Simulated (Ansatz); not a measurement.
Ansatz (an electronic-structure program) input (CCSD(T)/aug-cc-pVDZ):

Ansatz 0.2 input:
```yaml
crystal:
  periodic: [false, false, false]
  atoms:
    - {symbol: B, position_ang: [-0.05817339, -0.01085331, 0.00453354]}
    - {symbol: F, position_ang: [0.58521979, 1.14908035, 0.43422908]}
    - {symbol: F, position_ang: [0.88615226, -0.87456899, -0.54889525]}
    - {symbol: C, position_ang: [-1.47559538, -0.27529930, 0.11499530]}
    - {symbol: H, position_ang: [-2.17040275, 0.43441954, 0.55644009]}
    - {symbol: H, position_ang: [-1.92750653, -1.19895944, -0.23708406]}
basis:
  gaussian:
    orbitals: aug-cc-pVDZ
total_charge: -1
magnetization: {spin_polarized: false}
correlation: {method: ccsd_t, electrons: outside_noble_gas}
output: {forces: true}
```

Output:

```
Functional definition: HF
integrals: 0.17 GiB planned
1054 factors; integrals over basis functions are off by at most 5.3e-4 eV
mean field: 0.33 GiB planned
mean field evaluation 1: about -7146.6439 eV, gradient 3.1e1 eV
mean field evaluation 2: about -7146.6455 eV, gradient 3.1e1 eV
mean field evaluation 4: about -7149.2418 eV, gradient 2.7e0 eV
mean field evaluation 8: about -7149.2807 eV, gradient 1.2e-1 eV
mean field evaluation 16: about -7149.2746 eV, gradient 9.9e-1 eV
mean field -7149.28079912 eV, -262.7312234110 hartree, gradient 2.8e-6 eV, S^2 0.000000; 0 other end points of the search recorded, 0 dependent functions left out
4 core orbitals not correlated
reference -7149.28079912 eV, -262.7312234110 hartree; 12, 12 occupied and 94, 94 virtual orbitals, 1054 factors
densities: 0.92 GiB planned
second order -17.70917160 eV of doubles, -0.00000000 eV of singles
coupled cluster: 0.56 GiB planned
cycle   1  -17.74114607 eV  change   -3.2e-2 eV  update   9.9e-2
cycle   2  -18.11718153 eV  change   -3.8e-1 eV  update   2.8e-2
cycle   3  -18.21642514 eV  change   -9.9e-2 eV  update   1.4e-2
cycle   4  -18.21197770 eV  change    4.4e-3 eV  update   3.3e-3
cycle   5  -18.20924265 eV  change    2.7e-3 eV  update   1.4e-3
cycle   6  -18.20974344 eV  change   -5.0e-4 eV  update   5.1e-4
cycle   7  -18.20986627 eV  change   -1.2e-4 eV  update   2.3e-4
cycle   8  -18.20980054 eV  change    6.6e-5 eV  update   9.2e-5
cycle   9  -18.20981053 eV  change   -1.0e-5 eV  update   3.9e-5
cycle  10  -18.20983677 eV  change   -2.6e-5 eV  update   1.5e-5
cycle  11  -18.20982697 eV  change    9.8e-6 eV  update   5.4e-6
cycle  12  -18.20982677 eV  change    2.0e-7 eV  update   2.3e-6
perturbative correction -0.52953878 eV, -0.0194601911 hartree
the calculation of the forces begins
Total energy: -7168.02016466 eV, -263.4198823928 hartree
Atom 0 at    -0.058173    -0.010853     0.004534 Å, force    -0.029025    -0.005415     0.002262 eV/Å
Atom 1 at     0.585220     1.149080     0.434229 Å, force     0.441055     0.789431     0.291923 eV/Å
Atom 2 at     0.886152    -0.874569    -0.548895 Å, force     0.645693    -0.586679    -0.376615 eV/Å
Atom 3 at    -1.475595    -0.275299     0.114995 Å, force    -0.537978    -0.100370     0.041925 eV/Å
Atom 4 at    -2.170403     0.434420     0.556440 Å, force    -0.318286     0.344326     0.211086 eV/Å
Atom 5 at    -1.927507    -1.198959    -0.237084 Å, force    -0.201458    -0.441294    -0.170582 eV/Å
Dipole moment:     0.431830     0.080566    -0.033653 e Å
```

It need not be the lowest isomer of its formula. Whether it binds its extra electron was not tested at this geometry.
